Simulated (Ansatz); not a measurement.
Steps of a relaxation of `C#CO[SiH2]F` with RKS PBE-D4/def2-SVP.

```sh
$ ansatz run in.yaml --threads 2 --pin off --events-out ev --progress --plain --max-ram 4352MiB
```

```yaml
crystal:
  periodic: [false, false, false]
  atoms:
    - {symbol: C, position_ang: [-0.684700, 1.818500, 1.077000]}
    - {symbol: C, position_ang: [-0.808000, 0.771500, 0.562900]}
    - {symbol: O, position_ang: [-0.949300, -0.430100, 0.002800]}
    - {symbol: Si, position_ang: [0.538500, -1.075500, -0.637400]}
    - {symbol: F, position_ang: [0.117100, -2.537900, -1.254000]}
    - {symbol: H, position_ang: [-0.679400, 2.844700, 1.510700]}
    - {symbol: H, position_ang: [1.535300, -1.241300, 0.416100]}
    - {symbol: H, position_ang: [1.022600, -0.207100, -1.733900]}
basis:
  gaussian: {orbitals: def2-SVP}
hamiltonian: {xc: pbe, dispersion: d4}
relax: {f_tol: 0.03, max_steps: 200}
```

Positions (Å) and forces (eV/Å) along the path, 6 of 6 steps:

```xyz
8
step=1 energy=-14744.7535 eV
C    -0.685    1.819    1.077    0.424    6.381    2.917
C    -0.808    0.771    0.563   -0.741   -6.090   -2.866
O    -0.949   -0.430    0.003    0.861    0.646    0.188
Si    0.538   -1.075   -0.637   -1.047   -0.332   -0.448
F     0.117   -2.538   -1.254    0.119    0.523    0.278
H    -0.679    2.845    1.511    0.110   -1.174   -0.435
H     1.535   -1.241    0.416    0.299   -0.124    0.571
H     1.023   -0.207   -1.734   -0.025    0.169   -0.204
8
step=2 energy=-14744.9562 eV
C    -0.687    1.847    1.088   -0.122    0.093   -0.054
C    -0.803    0.752    0.553   -0.127   -0.348   -0.091
O    -0.925   -0.440   -0.001    0.469    0.430    0.105
Si    0.547   -1.075   -0.652   -0.492   -0.288   -0.120
F     0.118   -2.534   -1.248    0.097    0.314    0.122
H    -0.681    2.845    1.515    0.080   -0.223   -0.054
H     1.521   -1.257    0.453    0.090   -0.006    0.112
H     1.002   -0.194   -1.765    0.005    0.028   -0.019
8
step=3 energy=-14744.9662 eV
C    -0.692    1.845    1.085   -0.108   -0.098   -0.130
C    -0.803    0.749    0.550   -0.079    0.023    0.085
O    -0.916   -0.435    0.000    0.280    0.082   -0.027
Si    0.546   -1.075   -0.652   -0.235   -0.168   -0.032
F     0.112   -2.528   -1.245    0.056    0.157    0.060
H    -0.678    2.835    1.512    0.067   -0.001    0.038
H     1.524   -1.257    0.460    0.013    0.003    0.004
H     0.999   -0.192   -1.766    0.007    0.001    0.002
8
step=4 energy=-14744.9733 eV
C    -0.732    1.866    1.080    0.001   -0.022   -0.030
C    -0.803    0.762    0.559   -0.040   -0.086   -0.025
O    -0.881   -0.422    0.004   -0.118    0.173    0.113
Si    0.544   -1.086   -0.655    0.220   -0.122   -0.112
F     0.102   -2.534   -1.248   -0.021    0.095    0.051
H    -0.684    2.844    1.532   -0.009   -0.003    0.011
H     1.537   -1.277    0.445   -0.019   -0.009   -0.020
H     1.009   -0.209   -1.772   -0.013   -0.026    0.013
8
step=5 energy=-14744.9762 eV
C    -0.746    1.877    1.085    0.001    0.025    0.006
C    -0.793    0.774    0.562   -0.045   -0.093   -0.034
O    -0.857   -0.409    0.006   -0.071    0.146    0.089
Si    0.557   -1.091   -0.660    0.138   -0.087   -0.075
F     0.071   -2.529   -1.238   -0.004    0.011    0.006
H    -0.721    2.852    1.547    0.000    0.004    0.006
H     1.556   -1.301    0.431   -0.013    0.005   -0.016
H     1.027   -0.231   -1.788   -0.006   -0.011    0.018
8
step=6 energy=-14744.9777 eV
C    -0.761    1.891    1.093    0.000    0.022    0.011
C    -0.790    0.788    0.568    0.002   -0.011   -0.007
O    -0.834   -0.392    0.009    0.000   -0.010   -0.004
Si    0.566   -1.101   -0.667    0.019    0.013    0.002
F     0.051   -2.531   -1.234   -0.013   -0.010   -0.002
H    -0.752    2.863    1.560   -0.003   -0.003    0.000
H     1.570   -1.322    0.415   -0.003    0.000   -0.001
H     1.042   -0.253   -1.801   -0.002   -0.001    0.001
```

Hardware: 2 threads of an Intel Xeon on a shared host. Wall time 49 s, peak host memory 0.16 GiB.
